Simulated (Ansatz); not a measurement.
A made-up structure of InHSeO, singlet:

```xyz
4
angstrom
O 1.4791 0.1001 1.2198
Se 0.3092 -1.2933 0.6175
In -0.3142 0.3653 -0.3657
H -1.4740 0.8279 -1.4716
```

It is relaxed with PBE-D4/def2-SVP and then PBE0-D4/def2-TZVP (Ansatz 0.2.0). Atoms count as bonded within 1.22 times the sum of their covalent radii (H–H: 0.88 Å). The end point is not checked to be a true minimum.

**Question.** Does its bonding change? (Judge from chemistry; the calculation decides.)

**Answer.** The calculation gives: No: no bond forms or breaks.

Where it ends: The first stage lowers the energy by 2.86 eV in 8 steps. It ends as InHSeO ([O]1[Se][InH]1):
| atom | x (Å) | y (Å) | z (Å) |
| --- | --- | --- | --- |
| O1 | 1.1375 | 0.2471 | 0.8912 |
| Se2 | 0.5735 | -1.5841 | 0.9207 |
| In3 | -0.4213 | 0.1663 | -0.4012 |
| H4 | -1.2898 | 1.1706 | -1.4107 |

Labels in which every atom is bracketed show which atoms are joined, not bond orders.

For scale, one of the runs: PBE0-D4/def2-TZVP relaxation, 135 basis functions, launched by `ansatz run in.yaml --threads 2 --pin off --events-out ev --progress --plain --max-ram 4352MiB`. Hardware: 2 CPU threads of an Arm Neoverse V1, shared host. Wall time about 32 s.
